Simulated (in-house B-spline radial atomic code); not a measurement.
The numbers below are computed, except where a source is named.
# Ga in an electron gas of r_s = 1.5: phase shifts, screening and friction

A nucleus sits in a uniform electron gas with a rigid positive background. The Kohn-Sham equations are solved self-consistently in the spin-unpolarised LDA (PW92), non-relativistic, on B-splines with outgoing waves at the boundary and partial waves to l = 8. The model has no lattice, no bands and no magnetic solution. Atomic units; δ_l are the phase shifts at the Fermi level, counted so that each bound state adds π, and good to about 0.0005.

The density parameter is r_s = 1.5 bohr.

```tsv
l	δ_l (rad)
0	9.4233
1	6.9154
2	3.3995
3	0.1506
4	0.0356
5	0.0094
6	0.0026
7	0.0007
8	0.0002
```

Bound levels below the band bottom (hartree): p -39.46, s -4.708, p -3.052, d -0.2181, s -0.02 and deeper ones.

(1) Check the Friedel sum rule, and say where the screening charge sits.

(2) Find the transport cross section and the electronic stopping of a 1 keV Ga ion (mass 69.72 u).

Answers

(1) k_F = (9π/4)^(1/3)/r_s = 1.27944. The rule is Z = (2/π) Σ (2l + 1) δ_l. The terms are s 5.999, p 13.207, d 10.821, f 0.671 and 0.300 beyond, in all 30.999 against Z = 31. Bound states hold 8 s, 12 p, 10 d electrons, so the scattering states carry 1.00 in all; where a term is smaller than its bound count, the bound level has drawn weight out of the band.

(2) σ_tr = (4π/k_F²) Σ (l + 1) sin²(δ_l − δ_(l+1)). The terms for l = 0 to 3 are 0.3506, 0.2674, 0.0344, 0.0527, all together 0.7088, so σ_tr = 7.677 × 0.7088 = 5.441 bohr². With n = 3/(4π r_s³) = 0.07074, the friction coefficient is Q = n k_F σ_tr = 0.4924. For v well below v_F = 1.279, dE/dx = Q v; with 24801 eV per u at v = 1, v = √(1000/(24801 × 69.72)) = 0.0240, so dE/dx = 0.01184 hartree/bohr = 6.09 eV/nm. The largest term couples the s and p waves.
